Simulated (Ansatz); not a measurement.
Species: H₃Ge, SMILES `[GeH3]` (charge 0, multiplicity 2).

### Question
Give a relaxed geometry from PBE0-D4/def2-TZVP (Ansatz, a first-principles code).

### Answer
the end point of this relaxation (outside a Z-matrix the atoms follow the SMILES, hydrogens last).
Bonds (Å): Ge1–H2 1.539, Ge1–H3 1.539, Ge1–H4 1.539. Bond angles (°): H2–Ge1–H3 111.1, H2–Ge1–H4 111.1, H3–Ge1–H4 111.1.
